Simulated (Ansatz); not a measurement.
`C[NH2+][Ga-]([F])([F])[F]`. Charge 0, multiplicity 1.

```xyz
11

C     0.2349   -1.2646   -0.5415
N    -0.5856   -0.0415   -0.4410
Ga    0.1996    1.3047    0.8742
F     0.2023    0.3384    2.3445
F    -0.9691    2.6129    0.7835
F     1.7697    1.5848    0.1314
H    -0.1927   -1.9783   -1.2468
H     0.3027   -1.7175    0.4464
H     1.2366   -0.9834   -0.8628
H    -0.6687    0.4105   -1.3469
H    -1.5298   -0.2661   -0.1410
```

(1) List the harmonic frequencies (cm⁻¹, unscaled) at PBE0-D4/def2-TZVP in Ansatz. (Best estimate.)

(2) Is this a minimum?

(3) Give the ideal-gas thermochemistry at 298.15 K and 1 bar (rigid rotor, harmonic oscillator; point group Cs, symmetry number 1).

## Answers

(1) Computed: 32, 90, 114, 174, 179, 210, 227, 250, 437, 631, 655, 694, 694, 1020, 1040, 1063, 1258, 1339, 1458, 1504, 1505, 1639, 3075, 3161, 3178, 3505, 3574.

(2) Yes, all 27 modes are real.

(3) Zero-point energy 195.6 kJ/mol; H(298) − E = 221.3 kJ/mol; entropy 395.3 J/(mol·K), of which translation 172.0, rotation 116.7, vibration 106.6; G(298) − E = 103.4 kJ/mol. Modes under 100 cm⁻¹ are hindered rotations or soft bends, so the harmonic entropy is rough.
